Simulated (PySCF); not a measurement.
Simulation results for GeH₉NSi₂, ClGeH₇Si₂

Calculation on a computer-drawn molecule: the log of a Hartree-Fock and frozen-core CCSD(T) single point meant for a local Hartree-Fock minimum, with one planted fault or none, to be diagnosed. Offsets are logged minus clean, where the clean run is the same molecule without the fault. The reference is restricted for singlets and unrestricted otherwise, and also for a bond in bohr or an excited solution. Adding or removing an electron swaps singlet and doublet. The excited solution moves the top pair (singlet) or top alpha electron (doublet) to the lowest empty orbital. Highest occupied and lowest empty are orbital energies over both spins, largest force is the largest gradient component, triples share is (T) over the correlation energy, the T1 limit is 0.02 restricted and 0.045 unrestricted, electrons count all cores, a negative frequency is imaginary (commonest isotopes), and the dipole is about the centre of nuclear charge; on germanium a core potential holds 10 electrons, which the energies leave out, and 3d is frozen in MP2 and coupled-cluster steps. Program: PySCF 2.14.0.

Common to all runs: meant charge 0; meant multiplicity 1; meant basis cc-pV(D+d)Z; meant basis and core potential on germanium cc-pVDZ-PP ECP10MDF; logged SCF converged yes; logged CC converged yes; logged SCF stable within its kind yes; possible faults no fault, one electron removed, one electron added, multiplicity raised by two, geometry at a saddle point, SCF held on an excited solution, minimal basis STO-3G, one bond length entered in bohr, all coordinates scaled.

(1) 
```xyz
13
formula=GeH9NSi2 logged_electrons=76 logged_basis_functions=128 logged_spin_squared=0 logged_highest_occupied=-9.9416 logged_lowest_empty=3.0799 logged_largest_force=0.009298 logged_T1_diagnostic=0.012187 logged_D1_diagnostic=0.030548 logged_triples_share=0.025888 logged_dipole_magnitude=1.1477 logged_energy_HF=-930.95512 logged_energy_CCSD(T)=-931.52094
Si     0.5433     4.0523    -0.7204
Si    -0.8837     2.1371    -0.9309
N     -1.0780     1.3512     0.6248
Ge    -1.3393    -0.4599     1.0185
H      1.9350     3.6401    -0.3290
H      0.0136     4.9774     0.3430
H      0.6144     4.8146    -2.0147
H     -0.2771     1.1368    -1.8731
H     -2.1853     2.5853    -1.5476
H     -1.2917     1.9668     1.4080
H     -0.7875    -0.7200     2.4442
H     -0.5623    -1.2836    -0.0359
H     -2.8442    -0.8472     0.9787
```

Units: logged_highest_occupied, logged_lowest_empty in eV; logged_largest_force in hartree/bohr; logged_dipole_magnitude in debye; logged_energy_HF, logged_energy_CCSD(T) in hartree.

Drawn bonds:
```
atom  other atom  order
   1           2      1
   2           3      1
   3           4      1
   1           5      1
   1           6      1
   1           7      1
   2           8      1
   2           9      1
   3          10      1
   4          11      1
   4          12      1
   4          13      1
```

(2) 
```xyz
11
formula=ClGeH7Si2 logged_electrons=84 logged_basis_functions=127 logged_spin_squared=2.0239 logged_highest_occupied=-4.4155 logged_lowest_empty=-2.6057 logged_largest_force=0.022795 logged_T1_diagnostic=0.038656 logged_D1_diagnostic=0.23639 logged_triples_share=0.031795 logged_dipole_magnitude=2.4121 logged_energy_HF=-1334.66262 logged_energy_CCSD(T)=-1335.19657
Si    -1.4497     0.3620     1.4938
Si    -0.3904     0.6212    -0.6037
Cl    -1.5790    -0.3347    -2.0447
Ge     1.8171    -0.3295    -0.7154
H     -1.5341    -1.0777     1.8297
H     -0.6499     1.0575     2.5312
H     -2.8104     0.9436     1.4493
H     -0.3384     2.0503    -0.9830
H      2.3924    -0.1607    -2.1235
H      1.7628    -1.8192    -0.3658
H      2.7341     0.3800     0.2889
```

Units: logged_highest_occupied, logged_lowest_empty in eV; logged_largest_force in hartree/bohr; logged_dipole_magnitude in debye; logged_energy_HF, logged_energy_CCSD(T) in hartree.

Drawn bonds:
```
atom  other atom  order
   1           2      1
   2           3      1
   2           4      1
   1           5      1
   1           6      1
   1           7      1
   2           8      1
   4           9      1
   4          10      1
   4          11      1
```

To be estimated
1. Which fault was planted in the run of GeH₉NSi₂ (entry 1)?
2. ClGeH₇Si₂ (entry 2): planted fault?

Answers
1. all coordinates scaled, by +1.3 %
2. multiplicity raised by two

Further results for GeH₉NSi₂ (entry 1):

```
HF energy offset from clean run      : 1.235 kcal/mol
CCSD(T) energy offset from clean run : 0.04219 kcal/mol
```

Further results for ClGeH₇Si₂ (entry 2):

```
HF energy offset from clean run      : 133.1 kcal/mol
CCSD(T) energy offset from clean run : 127.9 kcal/mol
```
